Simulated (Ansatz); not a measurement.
Basis-set series for C$_{4}$H$_{8}$BF, SMILES `C=CCB(C)F`. Charge 0, multiplicity 1. All single points use the PBE0-D4/def2-TZVP geometry. It is one conformer, not always the lowest.

```tsv
functional	basis	functions	energy (Eh)	HOMO (eV)	LUMO (eV)
PBE0-D4	def2-TZVPP	298	-281.77487	-7.26	-0.42
PBE0-D4	def2-QZVPP	582	-281.79031	-7.27	-0.47
ωB97M-V	def2-TZVPP	298	-281.97368	-9.49	1.64
ωB97M-V	def2-QZVPP	582	-281.98830	-9.50	1.53
```

Give the rows for def2-SVP. (Estimate.)

The calculation gave: 
| functional | basis | functions | energy (Eh) | HOMO (eV) | LUMO (eV) |
| --- | --- | --- | --- | --- | --- |
| PBE0-D4 | def2-SVP | 124 | -281.45696 | -7.19 | -0.28 |
| ωB97M-V | def2-SVP | 124 | -281.64210 | -9.42 | 1.84 |

Positive LUMOs are unbound and depend on the basis.

Computed with Ansatz.
